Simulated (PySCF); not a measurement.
## Computed NMR parameters against published values

Structure with atom numbers: `[NH2:1][c:2]1[cH:3][cH:4][cH:5][c:6]([Br:7])[cH:8]1` (H(Xn): hydrogen on atom n).

One conformer, non-relativistic Hamiltonian, no solvent model, one averaged value for each set of equivalent atoms. σ from GIAO-PBE0/pcSseg-1; coordinates at the PBE0-D3(BJ)/def2-SVP level; PySCF.

Reference values: measured (solution, CDCl3; Viesser, Ducati, Tormena, Autschbach, PCCP 2018 (ESI)).
```tsv
atoms	quantity	reference	computed	computed, scaled
C6	δ ¹³C	123.3	143.7	125.1
```

Reference values: measured (solution, DMSO-d6; Viesser, Ducati, Tormena, Autschbach, PCCP 2018 (ESI)).
| atoms | quantity | reference | computed | computed, scaled |
| --- | --- | --- | --- | --- |
| C6 | δ ¹³C | 122.1 | 143.7 | 125.1 |

Computed shifts are σ(ref) − σ with the named reference compound (TMS for H and C) calculated as an isolated molecule at the same level. The measured values may be among those fitted. Empirical linear scaling, fitted to shifts measured mostly in CDCl3 for H and C (δ vs TMS): ¹³C: δ = 177.62 − 0.967σ -13.2 per attached Br (rms 1.9 ppm, 903 shifts, 2.3 ppm with the 23 outliers that the fit left out). A few per cent of atoms miss by over 2 rms, more outside the fitted compound classes.

Question: How far are the unscaled ¹³C shifts from the references?

Answer: Mean signed difference +21.00 ppm, mean absolute 21.00 ppm over 2 comparisons; the largest is +21.6 ppm at C6 (aromatic carbon bearing bromine).

The calculation has no spin–orbit term, so carbons bonded to Br come out too deshielded (the heavy-atom effect is absent).
